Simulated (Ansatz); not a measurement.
The same ligand exchange along the group O, S, Se.

Gas-phase electronic energies from Ansatz, PBE0-D4/def2-TZVP geometries. CCSD(T)/CBS is the MP2 limit (def2-TZVPP, def2-QZVPP) plus CCSD(T) − MP2 in def2-TZVPP, frozen cores. This one scheme is used for every species. DFT in def2-TZVPP. Elements past krypton have def2 core potentials. For Hf, I, Se outer-core shells are correlated without core-valence functions, which leaves a few kJ/mol of doubt a bond. Scalar relativity is left out up to krypton. Each species was taken in one conformer, which may not be the lowest.

```tsv
reaction	PBE-D4 (kJ/mol)	ωB97X-V (kJ/mol)	CCSD/CBS(def2) (kJ/mol)	CCSD(T)/CBS(def2) (kJ/mol)
`[OH][Hf]([Cl])([Cl])[Cl]` + HI → `[Cl][Hf]([Cl])([Cl])[I]` + H₂O	-7	6	-7	-12
`[SH][Hf]([Cl])([Cl])[Cl]` + HI → `[Cl][Hf]([Cl])([Cl])[I]` + H₂S	-50	-53	-59	-59
`[Cl][Hf]([Cl])([Cl])[SeH]` + HI → `[Cl][Hf]([Cl])([Cl])[I]` + H₂Se	-46	-49	-50	-50
```

Largest T1 diagnostic: 0.014, for `[SH][Hf]([Cl])([Cl])[Cl]`.
